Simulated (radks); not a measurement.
Species: Os. Configuration: [Kr] 4d10 4f14 5s2 5p(up 3, down 3) 5d6 6s2.

Method: scalar-relativistic Kohn-Sham, LDA (Slater exchange, Perdew-Wang correlation), spin-polarised, spherical densities, finite nucleus; open shells are filled with parallel spins first (spin-orbit coupling, left out, can overturn this in heavy ions); Fermi nuclear charge, rms radius 5.4126 fm; computed with a radial shooting solver on a logarithmic mesh with Libxc functionals.

Energy parts (hartree):
part                       energy
total                 -17240.9783
kinetic                19096.3986
electron-nucleus      -42730.9544
Hartree                 6721.9798
exchange-correlation    -328.4024

Orbitals (lengths in bohr, moments of r in powers of bohr; r(90%) holds 90 % of the orbital's charge):
orbital,occ.,eigenvalue (hartree),<1/r>,<r^4>,r(90%),<r^2>
1s up,1,-2711.542,90.35,5.135e-07,0.0324,0.0004341
1s down,1,-2711.542,90.35,5.135e-07,0.0324,0.0004341
2s up,1,-472.3207,21.15,0.00007643,0.116,0.006651
2s down,1,-472.3131,21.15,0.00007643,0.116,0.006651
2p up,3,-411.5716,19.05,0.00006069,0.110,0.005535
2p down,3,-411.5653,19.05,0.00006069,0.110,0.005535
3s up,1,-109.8953,7.837,0.002793,0.285,0.04307
3s down,1,-109.8917,7.837,0.002793,0.285,0.04307
3p up,3,-92.04953,7.208,0.003025,0.291,0.04393
3p down,3,-92.04568,7.208,0.003024,0.291,0.04393
3d up,5,-72.03912,6.802,0.002329,0.273,0.03639
3d down,5,-72.03347,6.802,0.002329,0.273,0.03639
4s up,1,-23.16193,3.346,0.06442,0.620,0.2108
4s down,1,-23.15415,3.346,0.06440,0.620,0.2108
4p up,3,-17.30352,3.033,0.08597,0.668,0.2404
4p down,3,-17.29567,3.033,0.08588,0.668,0.2403
4d up,5,-10.01891,2.707,0.1234,0.732,0.2773
4d down,5,-10.00946,2.707,0.1229,0.732,0.2770
4f up,7,-1.92125,2.238,0.3284,0.912,0.3844
4f down,7,-1.90575,2.244,0.3179,0.906,0.3800
5s up,1,-3.39410,1.335,1.904,1.44,1.140
5s down,1,-3.33415,1.343,1.871,1.44,1.130
5p up,3,-1.90409,1.127,3.711,1.71,1.555
5p down,3,-1.83018,1.134,3.662,1.70,1.542
5d up,5,-0.26897,0.7369,29.92,2.83,3.862
5d down,1,-0.19044,0.7191,40.49,3.02,4.286
6s up,1,-0.25232,0.4378,149.6,4.31,9.626
6s down,1,-0.20930,0.4128,193.8,4.61,10.82

The highest occupied level is 5d down at -5.182 eV. Summed over all electrons, <r^2> = 66.35 bohr^2, which gives a Langevin (diamagnetic) susceptibility term of -52.5 x 10^-6 cm^3/mol.
